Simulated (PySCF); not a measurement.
## CoOCl₂: from structure and modes to constants

All numbers come from UPBE0 in PySCF with Co def2-TZVP, O def2-TZVP, Cl def2-TZVP; no relativity; density-fitted integrals.

The quartet minimum has C2v symmetry. Masses (u): Co 58.93320, O 15.99492, Cl 34.96885.

```xyz
4
charge 0 multiplicity 4, angstrom
Co    0.1252   -0.0808    0.0000
O     1.4441   -0.9312    0.0000
Cl   -0.4358    0.2810   -1.9691
Cl   -0.4358    0.2810    1.9691
```

Harmonic wavenumbers (cm⁻¹): 120.6 (a1, ×1), 123.8 (b1, ×1), 146.8 (b2, ×1), 375.2 (a1, ×1), 496.4 (b2, ×1), 977.9 (a1, ×1).

(1) Find the principal moments of inertia and the rotational constants. What kind of rotor is it?

(2) Give the standard entropy (298.15 K, 1 bar) by its translational, rotational, vibrational and spin parts, and Cp.

Answers

(1) About the centre of mass I = 67.342, 271.18, 338.52 u Å². With B = 16.8576/I this gives 0.2503, 0.06216, 0.0498 cm⁻¹. The molecule is an asymmetric top with κ = -0.88.

(2) Sackur–Tetrode with M = 144.87 u gives 170.9; rotation with symmetry number 2 gives 107.8; vibration 44.6; spin R ln 4 = 11.5. The total is 334.9 J/(mol K), and Cp = 4 R + 37.4 = 70.7 J/(mol K).

Only a few start shapes were tried, so a lower isomer may exist. Open d and f shells are described by one determinant, and the ground state may have another occupation or spin.
